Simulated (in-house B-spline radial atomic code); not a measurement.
A radial electron density 4πr²n(r) was computed for an atom or ion in its tabulated ground configuration with a B-spline radial code for spherical atoms; method: non-relativistic B97-1, spin-polarised, spherical fractional occupations, exact exchange averaged over the configuration. Columns: r (bohr), 4πr²n(r) (electrons per bohr), bar.

```
 0.00157    1.946 #
 0.00195    2.897 ##
 0.00242    4.269 ###
 0.00301    6.248 ####
 0.00375    9.046 #####
 0.00466    12.83 ########
 0.00579    17.81 ##########
 0.00719    24.09 ##############
 0.00894    31.63 ###################
  0.0111    39.89 #######################
  0.0138    48.06 ############################
  0.0172    54.77 ################################
  0.0213    58.34 ##################################
  0.0265    58.14 ##################################
   0.033    54.79 ################################
   0.041    51.32 ##############################
  0.0509     51.8 ##############################
  0.0633    58.58 ##################################
  0.0787    68.87 ########################################
  0.0978    74.92 ############################################
   0.122    70.29 #########################################
   0.151    58.66 ##################################
   0.188     51.3 ##############################
   0.233    55.05 ################################
    0.29    60.47 ####################################
   0.361    52.88 ###############################
   0.448    33.98 ####################
   0.557    19.18 ###########
   0.693    16.75 ##########
   0.861    18.83 ###########
    1.07    16.89 ##########
    1.33    11.29 #######
    1.65    6.123 ####
    2.05    2.987 ##
    2.55    1.435 #
    3.17   0.6971 
    3.95   0.3165 
     4.9   0.1262 
     6.1  0.04139 
    7.58  0.01055 
    9.42 0.001752 
    11.7 0.0001634
```

**Question.** Which atom or ion is it?
A. Ag+
B. Ag
C. Sn+
D. Cd

**Answer.** B. The area under the curve, ∫4πr²n dr = ∫r·4πr²n d(ln r) on this logarithmic grid, is 47 electrons, which only this option has. The configuration is [Kr] 4d10 5s1.
